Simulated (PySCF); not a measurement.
GeH₄ (singlet). All numbers come from PySCF, PBE, basis Ge def2-TZVP, H def2-TZVP (no relativity, density fitting).

Harmonic bands of its minimum:

| ω (cm⁻¹) | IR (km/mol, summed over degenerate members) | degeneracy |
| --- | --- | --- |
| 787 | 264 | 3 |
| 894 | 0.0 | 2 |
| 2097 | 0.0 | 1 |
| 2112 | 332 | 3 |

Question: The central atom is Ge. Infer the point group and assign the bands.

Answer: Td. The modes span 2t2 + e + a1: 787 t2, 894 e, 2097 a1, 2112 t2. The computed geometry has Ge–H 1.544 Å (×4); H–Ge–H 109.5° (×6).
